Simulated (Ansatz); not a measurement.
Geometry optimisation, RKS PBE0-D4/def2-SVP (Ansatz 0.2.0).

The input (input.yaml):

```yaml
crystal:
  periodic: [false, false, false]
  atoms:
    - { symbol: B, position_ang: [-0.067664, -0.11539, -0.04928] }
    - { symbol: F, position_ang: [-0.485033, -1.051248, 0.798008] }
    - { symbol: O, position_ang: [1.205322, 0.431397, 0.167787] }
    - { symbol: H, position_ang: [1.789812, -0.174866, 0.64674] }
    - { symbol: O, position_ang: [-0.767679, 0.290724, -1.107796] }
    - { symbol: H, position_ang: [-1.66902, -0.049658, -1.11014] }
    - { symbol: O, position_ang: [-0.694142, 1.40153, 1.963709] }
    - { symbol: Al, position_ang: [0.949985, 1.920395, 1.65199] }
    - { symbol: H, position_ang: [2.121665, 1.276087, 2.53732] }
    - { symbol: H, position_ang: [1.075175, 3.33043, 0.945483] }
    - { symbol: H, position_ang: [-0.859021, 0.474299, 2.242579] }
basis:
  gaussian: { orbitals: def2-SVP }
hamiltonian:
  xc: pbe0
  dispersion: d4
relax:
  f_tol: 0.03
  max_steps: 50
```

Command:

```bash
$ ansatz run input.yaml --threads 4 --pin off --max-ram 5120MiB --backend cpu --events-out ev --progress --plain --runs-dir out
```

**Question.** Where does it end, and by what steps?

**Answer.** It converged. After 28 steps the energy has fallen by 0.881 eV; H4 moved furthest, 1.24 Å. Joined: B1–O7 (2.60 → 1.56 Å).

```
step  energy less start (eV)  largest force component (eV/Å)  accepted
   0                  0.0000                           1.173       yes
   1                 -0.0690                           2.125       yes
   2                 -0.1066                           2.030       yes
   3                 -0.2218                           0.634       yes
   4                 -0.3046                           0.670       yes
   5                 -0.4252                           0.891       yes
   6                 -0.4516                           2.367       yes
   7                 -0.6273                           0.536       yes
   8                 -0.6741                           0.789       yes
   9                 -0.6839                           0.985       yes
  10                 -0.7343                           0.208       yes
  11                 -0.7419                           0.106       yes
  12                 -0.7501                           0.340       yes
  13                 -0.7545                           0.307       yes
  14                 -0.7587                           0.386       yes
  15                 -0.7625                           0.363       yes
  16                 -0.7656                           0.172       yes
  17                 -0.7672                           0.649       yes
  18                 -0.6589                           2.052        no
  19                 -0.7734                           0.574       yes
  20                 -0.8030                           0.233       yes
  21                 -0.8363                           0.262       yes
  22                 -0.7918                           2.269        no
  23                 -0.8574                           0.193       yes
  24                 -0.8747                           0.109       yes
  25                 -0.8765                           0.160       yes
  26                 -0.8804                           0.104       yes
  27                 -0.8809                           0.043       yes
  28                 -0.8810                           0.023       yes
```

```xyz
11
Properties=species:S:1:pos:R:3
B -0.227 0.025 0.420
F -0.529 -1.177 1.004
O 1.271 0.324 0.420
H 1.628 0.325 -0.475
O -0.716 0.252 -0.860
H -1.508 -0.261 -1.039
O -0.584 1.131 1.464
Al 1.176 1.770 1.625
H 1.742 1.431 3.065
H 1.444 3.132 0.863
H -1.099 0.782 2.200
```

Whether the end is a true minimum wasn't checked by a vibrational analysis.

Time of the run: 55 s on 4 threads of Arm Neoverse V2, with other jobs on the host, peak memory 0.26 GiB.
